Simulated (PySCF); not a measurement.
## SMILES COCc1conc1F, C$_{5}$H$_{6}$FNO$_{2}$

Geometry:
```json
{"atom": "C1", "x (Å)": "-2.534", "y (Å)": "0.278", "z (Å)": "-0.571"}
{"atom": "O2", "x (Å)": "-1.144", "y (Å)": "0.488", "z (Å)": "-0.590"}
{"atom": "C3", "x (Å)": "-0.452", "y (Å)": "-0.360", "z (Å)": "0.291"}
{"atom": "C4", "x (Å)": "1.006", "y (Å)": "-0.071", "z (Å)": "0.204"}
{"atom": "C5", "x (Å)": "1.681", "y (Å)": "0.839", "z (Å)": "-0.556"}
{"atom": "O6", "x (Å)": "2.993", "y (Å)": "0.757", "z (Å)": "-0.315"}
{"atom": "N7", "x (Å)": "3.229", "y (Å)": "-0.198", "z (Å)": "0.602"}
{"atom": "C8", "x (Å)": "2.066", "y (Å)": "-0.694", "z (Å)": "0.918"}
{"atom": "F9", "x (Å)": "1.935", "y (Å)": "-1.665", "z (Å)": "1.804"}
{"atom": "H10", "x (Å)": "-2.953", "y (Å)": "0.467", "z (Å)": "0.425"}
{"atom": "H11", "x (Å)": "-2.960", "y (Å)": "0.981", "z (Å)": "-1.284"}
{"atom": "H12", "x (Å)": "-2.787", "y (Å)": "-0.746", "z (Å)": "-0.871"}
{"atom": "H13", "x (Å)": "-0.633", "y (Å)": "-1.419", "z (Å)": "0.036"}
{"atom": "H14", "x (Å)": "-0.796", "y (Å)": "-0.210", "z (Å)": "1.329"}
{"atom": "H15", "x (Å)": "1.344", "y (Å)": "1.562", "z (Å)": "-1.270"}
```

Theory: PySCF, GIAO BHandHLYP/pcSseg-1 magnetisability, rotational g tensor and spin-rotation constants, non-relativistic, gas phase. Geometry: GFN2-xTB.

(1) What are the magnetisability and the molar susceptibility?

(2) Split it along the inertial axes a, b, c into diamagnetic and paramagnetic parts about the centre of mass, with the quadrupole moment.

(3) And the rotational g tensor?

Answers

(1) Isotropic -1153 × 10⁻³⁰ J/T², or -69.5 × 10⁻⁶ cm³/mol; principal values -1480, -1053, -927 × 10⁻³⁰ J/T², anisotropy 502 × 10⁻³⁰ J/T² (root of half the summed squared differences of the principal values). The susceptibility is in cgs units.

(2) 
```csv
axis,χ (10⁻⁶ cm³/mol),diamagnetic (10⁻⁶ cm³/mol),paramagnetic (10⁻⁶ cm³/mol),summed x² of all electrons (Å²),quadrupole Θ (D Å)
a,-63.2,-431.2,368.0,284.3,-2.96
b,-56.1,-1265.4,1209.3,87.7,+2.35
c,-89.1,-1578.1,1489.0,14.0,+0.61
```
Anisotropies 2χaa − χbb − χcc = +18.9 and 2χbb − χaa − χcc = +40.1 × 10⁻⁶ cm³/mol. Θ is traceless in Buckingham's convention.

(3) 
| axis | rotational constant (GHz) | g | nuclear part | electronic part |
| --- | --- | --- | --- | --- |
| a | 3.3441 | -0.0430 | 0.5352 | -0.5782 |
| b | 1.0077 | -0.0178 | 0.5547 | -0.5725 |
| c | 0.7820 | -0.0013 | 0.5458 | -0.5471 |

Asymmetric top; isotopes 12C, 19F, 1H, 14N, 16O; no vibrational averaging.
